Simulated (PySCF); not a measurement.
C3H8Mg, SMILES [CH3][Mg][CH2]C.

The structure is a stationary point at B3LYP-D3(BJ)/def2-SVP. The structure was generated by enumeration; whether it is a known compound was not checked. One conformer was computed; it need not be the lowest.

Two levels are set side by side: TDDFT-PBE/def2-SVPD (PySCF) and TDDFT-B3LYP/def2-SVPD (PySCF). Vertical, same geometry. The lowest singlet is HOMO→LUMO+1 94 % with PBE and HOMO→LUMO+1 96 % with the other functional; states are paired by order. Differences are taken from unrounded values.

| quantity | TDDFT-B3LYP | TDDFT-PBE | TDDFT-PBE minus TDDFT-B3LYP |
|---|---|---|---|
| lowest singlet excitation (eV) | 4.64 | 4.30 | -0.34 |
| lowest triplet excitation (TDA) (eV) | 3.90 | 3.68 | -0.22 |
| first bright state (f over 0.05) (eV) | 4.78 | 4.49 | -0.30 |
| its oscillator strength | 0.27 | 0.23 | -0.03 |

A lower first singlet is the usual sign of a functional without exact exchange. Differences between two approximate levels are no errors against the true value.

Rough cost on one machine, each run with all the roots and properties that it gave: TDDFT-B3LYP against TDDFT-PBE about 3 times.
